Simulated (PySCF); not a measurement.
## Rh: excitation energy

Rh [Kr] 4d8 5s1 (4F) → Rh [Kr] 4d7 5s2 (4F), as a difference of total energies. All numbers are calculated (PySCF 2.14, scalar relativity by spin-free X2C-1e, in x2c-TZVPPall with one added diffuse shell each of s, p, d, f type (9s7p7d3f1g, 95 functions)). Correlated levels: valence and next inner shell: [Ar] 3d10 frozen. The calculations carry no spin-orbit coupling.

```json
{"method": "UHF", "excitation energy (eV)": "1.303"}
{"method": "MP2 (valence and next inner shell)", "excitation energy (eV)": "1.723"}
{"method": "SCS-MP2 (valence and next inner shell)", "excitation energy (eV)": "1.568"}
{"method": "CCSD (valence and next inner shell)", "excitation energy (eV)": "1.484"}
{"method": "CCSD(T) (valence and next inner shell)", "excitation energy (eV)": "1.480"}
```

Q: How much does correlation contribute at CCSD(T) (valence and next inner shell)?

A: 1.480 − (1.303) = 0.177 eV, measured against UHF.

A first-order spin-orbit estimate (lowest level to lowest level, LS coupling) adds -0.021 eV.
